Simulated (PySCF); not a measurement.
# Correlation energy of I⁺ (iodine, charge +1)

[Kr] 4d10 5s2 5p4, high-spin 3P determinant. All numbers are calculated (PySCF 2.14, scalar relativity through the core potential, in cc-pVTZ-PP with ECP28MDF (5s4p3d1f, 39 functions)). Frozen: 4s2 4p6 4d10; 6 electrons correlated.

MP2 pair energies summed by pair of shells (mhartree):

| pair | energy | share (%) |
| --- | --- | --- |
| 5s-5p | -40.18 | 46.1 |
| 5p-5p | -40.13 | 46.1 |
| 5s-5s | -6.76 | 7.8 |

Total MP2 correlation energy: -87.07 mhartree.

Same-spin part -19.51 and opposite-spin part -67.57 mhartree; SCS-MP2 scales them by 1/3 and 6/5 to -87.58 mhartree.

```
  level  correlation energy (mhartree)
   CCSD                        -104.61
    (T)                          -2.82
CCSD(T)                        -107.43
```

Diagnostics: T1 = 0.0074, D1 = 0.0229, largest double amplitude 0.051.

Cost of the coupled-cluster step: 0.42 s of wall time on 1 thread of Neoverse-V1 (shared host), for 6 correlated electrons.
